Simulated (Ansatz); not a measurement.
**Interaction energy ladder**

The pair of Br⁻ (SMILES [Br-], atom 1) and SiH₄O (SMILES [SiH3]O, atoms 2–7), both closed shells, in one local arrangement (a lower one may exist), relaxed at PBE0-D4/def2-TZVPD:

```
7
angstrom
Br 0.9311 0.6799 -2.6770
Si 0.0406 -0.0943 -0.0270
O -0.4547 -0.6356 1.5264
H 0.9712 1.0197 0.2903
H 0.6326 -1.3611 -0.5025
H -1.2361 0.3413 -0.6497
H -0.8848 0.0501 2.0394
```

Computed with Ansatz 0.2.0 (basis: def2-TZVPPD, with def2-QZVPPD for the basis limit); correlated methods freeze the cores. Filled d shells of the heavier atoms are correlated. The def2 sets are not built for correlating such inner shells, so the correlated values are less sure here. B3LYP uses VWN-RPA correlation. Extrapolation: Hartree–Fock as exp(−7.88 √X), correlation as X^−2.97. Interaction energies count from these two fragments, frozen as in the pair, with the counterpoise correction; negative means bound.

Question: What is the interaction energy by CCSD(T) at an estimated basis limit (MP2 extrapolated from triple and quadruple zeta, plus CCSD(T) − MP2 in triple zeta)? (Judge from chemistry; the value comes from the calculation.)

Answer: The calculation gives: -65.4 kJ/mol. Hartree–Fock alone gives -33.7 kJ/mol at the basis limit. It counts from the two fragments frozen as in the pair.

The same quantity by other methods in triple zeta, and each one's difference from that estimate:
```json
{"method": "PBE-D4", "E_int (kJ/mol)": "-70.0", "difference": "-4.6"}
{"method": "revPBE-D4", "E_int (kJ/mol)": "-66.6", "difference": "-1.2"}
{"method": "BLYP-D4", "E_int (kJ/mol)": "-58.6", "difference": "6.8"}
{"method": "r2SCAN-D4", "E_int (kJ/mol)": "-66.3", "difference": "-1.0"}
{"method": "B97M-V", "E_int (kJ/mol)": "-61.8", "difference": "3.6"}
{"method": "PBE0-D4", "E_int (kJ/mol)": "-69.0", "difference": "-3.6"}
{"method": "B3LYP-D4", "E_int (kJ/mol)": "-60.0", "difference": "5.4"}
{"method": "HSE06-D4", "E_int (kJ/mol)": "-69.0", "difference": "-3.6"}
{"method": "wB97X-V", "E_int (kJ/mol)": "-62.5", "difference": "2.8"}
{"method": "wB97M-V", "E_int (kJ/mol)": "-65.2", "difference": "0.1"}
{"method": "B2PLYP", "E_int (kJ/mol)": "-53.5", "difference": "11.9"}
{"method": "HF", "E_int (kJ/mol)": "-33.2", "difference": "32.2"}
{"method": "MP2", "E_int (kJ/mol)": "-59.6", "difference": "5.8"}
{"method": "CCSD", "E_int (kJ/mol)": "-54.1", "difference": "11.2"}
{"method": "CCSD(T)", "E_int (kJ/mol)": "-57.5", "difference": "7.8"}
```
Differences are method less estimate.

Question: Which atoms make the shortest contact between the fragments?

Answer: Br1 and Si2, 2.90 Å apart.

Energy to bend the free fragments (PBE0-D4 minima) into their shapes in the pair, CCSD(T)/def2-TZVPPD: SiH₄O 24.3 kJ/mol. This must be added to the interaction energy to get the binding energy from relaxed fragments.

Basis-set superposition shift (counterpoise-corrected less uncorrected): CCSD(T) 7.5; MP2 7.3; HF 0.6; PBE0-D4 0.7; wB97M-V 0.7 kJ/mol.

T1 diagnostic: at most 0.012.

For scale, one of the runs: CCSD(T)/def2-TZVPPD, 213 basis functions, launched by `ansatz run in.yaml --threads 4 --pin off --events-out ev --progress --plain --max-ram 9574MiB`. Time: 87 s of wall clock on 4 CPU threads of an Arm Neoverse V1; the host was shared. Peak host memory: 3 GiB.
